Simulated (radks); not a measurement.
All-electron atom: a nucleus of charge 5.2 with 5 electrons in [He] 2s2 2p1. Calculated with a radial shooting solver on a logarithmic mesh with Libxc functionals: scalar-relativistic Kohn-Sham, r2SCAN, spin-unpolarised, spherical densities, finite nucleus; meta-GGA in the generalised Kohn-Sham scheme; Fermi nuclear charge, rms radius 2.406 fm.

Radial electron density D(r) = 4 pi r^2 rho(r):

r (bohr)  D(r) (e/bohr)
0.02504          0.4993
0.03108          0.7221
0.03858           1.029
0.0475            1.422
0.05895           1.946
0.07258           2.563
0.09007           3.298
0.1109            4.040
0.1376            4.741
0.1695            5.210
0.2103            5.329
0.259             4.984
0.3214            4.163
0.3957            3.096
0.4911            2.006
0.6095            1.254
0.7504            1.007
0.9314            1.158
1.147             1.444
1.423             1.597
1.752             1.467
2.175             1.088
2.677            0.6555
3.323            0.3022
4.091            0.1101
5.078           0.02905
6.252          0.006097
7.759         0.0008713

D(r) has 2 maxima, at r = 0.200, 1.43 bohr, and minima at 0.756 bohr, inside which lie 2.09 electrons.
